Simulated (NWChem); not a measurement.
C2H5BO3; SMILES C1OB(CO)O1

```xyz
11

O      0.4114    -2.3138    -0.1614
C     -0.6472    -1.4144     0.0694
B     -0.2315     0.0908    -0.0024
O     -0.9620     1.2671    -0.0154
C      0.3147     1.8832    -0.0313
O      1.0325     0.6581    -0.0182
H      1.1870    -1.9901     0.3081
H     -1.1578    -1.5994     1.0409
H     -1.4250    -1.6045    -0.6910
H      0.5026     2.4907     0.8695
H      0.4928     2.4653    -0.9507
```
Atoms are numbered in this order, from 1.

Program: NWChem. Pople sets run with spherical d functions. Coordinates come from a PBE0/def2-SVP optimisation. Atomic charges in e: unrestrained fits to the electrostatic potential beside Mulliken populations; buried atoms are poorly determined by the fit.

For level Hartree-Fock/6-31G*:

* **Mulliken O1**: -0.77
* **Mulliken C2**: -0.22
* **ESP B3**: 0.69
* **Mulliken B3**: 0.83
* **Mulliken O4**: -0.63
* **Mulliken C5**: 0.27

How do the values read with level B3LYP/def2-SVP instead?


* **Mulliken O1**: -0.32
* **Mulliken C2**: 0.20
* **ESP B3**: 0.52
* **Mulliken B3**: -0.11
* **Mulliken O4**: -0.25
* **Mulliken C5**: 0.43
